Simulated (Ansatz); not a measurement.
```yaml
crystal:
  periodic: [false, false, false]
  atoms:
    - {symbol: O, position_ang: [0.046699, 2.935733, 0.185435]}
    - {symbol: Ga, position_ang: [0.409471, -0.913128, 0.228301]}
    - {symbol: F, position_ang: [3.153527, -2.588677, 2.258528]}
    - {symbol: F, position_ang: [-1.941903, -3.194686, -1.742267]}
    - {symbol: H, position_ang: [-1.557793, 3.598836, -1.021299]}
basis:
  gaussian: {orbitals: def2-SVPD}
hamiltonian: {xc: {name: PBE0}, dispersion: d3bjatm}
```

```sh
$ ansatz run in.yaml --threads 4 --pin off --events-out ev --progress --plain --max-ram 10444MiB
```

It prints (some lines left out):

```
Functional definition: PBE0
1069 factors; their error is unknown
mean field evaluation 1: about -59786.4944 eV, gradient 1.1e2 eV
mean field evaluation 2: about -58795.4681 eV, gradient 3.7e2 eV
mean field evaluation 4: about -59085.0340 eV, gradient 2.7e2 eV
mean field evaluation 8: about -59819.4573 eV, gradient 6.8e1 eV
mean field evaluation 16: about -59832.8227 eV, gradient 1.0e-1 eV
mean field evaluation 32: about -59833.1254 eV, gradient 4.8e-2 eV
mean field evaluation 64: about -59833.1264 eV, gradient 4.6e-2 eV
mean field evaluation 96: about -59833.1254 eV, gradient 2.6e-2 eV
mean field evaluation 128: about -59833.1264 eV, gradient 6.4e-2 eV
mean field evaluation 160: about -59833.1231 eV, gradient 1.7e-1 eV
mean field evaluation 224: about -59833.0716 eV, gradient 6.5e-1 eV
mean field evaluation 256: about -59833.0469 eV, gradient 5.2e-1 eV
mean field -59833.12689088 eV, -2198.8268568897 hartree, gradient 2.9e-6 eV, S^2 0.000000; 14 other end points of the search recorded, 0 dependent functions left out
reference -59833.12694173 eV, -2198.8268587586 hartree; 29, 29 occupied and 86, 86 virtual orbitals, 1069 factors
Total energy: -59833.16340140 eV, -2198.8281986268 hartree
```

(1) Something in this input is off. What?

Answers

(1) The geometry is stretched to more than twice its size. The run converged. The result belongs to that input, not to the molecule as meant.
